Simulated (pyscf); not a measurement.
PySCF, gas phase, ωB97X-D3(BJ)/def2-SVP geometries.

**Question.** cyclic C₅H₉ (SMILES [CH]1CCCC1) [doublet] → •H₂C–CH₂–CH₂–CH=CH₂
Surface: doublet. Broken: C–C. Formed: none. Give ΔE‡ and ΔE from ωB97M-D3(BJ)/def2-TZVP, relative to the reactant's lowest minimum found.

**Answer.** ΔE‡ = 37.1 kcal/mol, ΔE = +20.8 kcal/mol. Zero-point energy shifts the barrier by -1.9 kcal/mol. It is a ring opening, with an imaginary mode of 624i cm⁻¹. One saddle was located; it need not be the lowest between these sides.
